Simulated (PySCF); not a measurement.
Excitations are Tamm–Dancoff values on a coarser integration grid. The basis has no diffuse functions, so Rydberg states are missing or too high.

Cartesian coordinates (Å):
```xyz
7

N      1.0835    -0.0020    -0.1709
Si    -0.5868    -0.2309     0.0555
Cl    -1.6604     1.4843     0.4986
H      1.4263     0.4482    -1.0045
H      1.6815     0.1890     0.6171
H     -1.1617    -0.7517    -1.2027
H     -0.7824    -1.1368     1.2069
```
Charge 0, spin multiplicity 1.

Task: Estimate the S1–T1 gap (TDA), HOMO, S1 excitation (TDA), LUMO and S1 oscillator strength that PBE-D3(BJ)/def2-TZVP // PBE0-D4/def2-TZVP (PySCF 2.14.0) returns for this input.

Result: 
The S1–T1 gap (TDA) is 0.42 eV and the HOMO is -6.60 eV. The S1 excitation (TDA) is 6.38 eV and the LUMO is -0.44 eV. The S1 oscillator strength is 0.029.
